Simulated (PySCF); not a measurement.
## Spin states and ions at one geometry of Bi2O2Cl2

PySCF 2.14.0, RKS PBE, Bi def2-SVP with ECP60, O def2-SVP, Cl def2-SVP; non-relativistic Hamiltonian with scalar-relativistic core potentials where named; density fitting; no spin-orbit coupling; singlets restricted, open shells unrestricted. The geometry is relaxed for charge 0, singlet, vacuum:

```xyz
6

Bi    0.0000   -0.7087    1.6146
Bi    0.0000   -0.7087   -1.6146
O     1.4008   -0.7125    0.0000
O    -1.4008   -0.7125    0.0000
Cl    0.0000    1.7049    2.2702
Cl    0.0000    1.7049   -2.2702
```

Energies count from the relaxed state; an electron taken off or put on is at rest in vacuum. Charges and spins are Mulliken's.

```tsv
state	energy (eV)	spin squared	charge on Bi1 (e)	spin on Bi1 (e)	dipole about the centre of mass (D)
charge 0, singlet, vacuum	0.00	0.00	0.94	0.00	5.70
charge 0, triplet, vacuum	3.32	2.01	0.75	0.52	4.54
charge +1, doublet, vacuum	9.16	0.75	1.14	0.00	3.07
```

Q: What does the state charge -1, doublet, vacuum give?

A: energy (eV) -0.98, spin squared 0.75, charge on Bi1 (e) 0.53, spin on Bi1 (e) 0.51, dipole about the centre of mass (D) 6.22.

With an electron taken off (doublet) the charges change, summed by element, by Bi +0.40 e, O +0.19 e, Cl +0.41 e. The vertical ionisation energy is 9.16 eV, against −ε(HOMO) = 6.51 eV of the relaxed state. The level lies 2.6 eV too high, as is usual for semilocal functionals and global hybrids, which keep a self-interaction error.

With an electron put on (doublet) the charges change, summed by element, by Bi -0.81 e, O +0.04 e, Cl -0.22 e. The vertical electron affinity is 0.98 eV, against −ε(LUMO) = 3.29 eV of the relaxed state. The basis has no diffuse functions, which an added electron needs. The added electron's level lies above zero.

Open shells may have lower solutions than those found. Hard to converge, so the more doubtful: charge 0, triplet, vacuum; charge +1, doublet, vacuum.
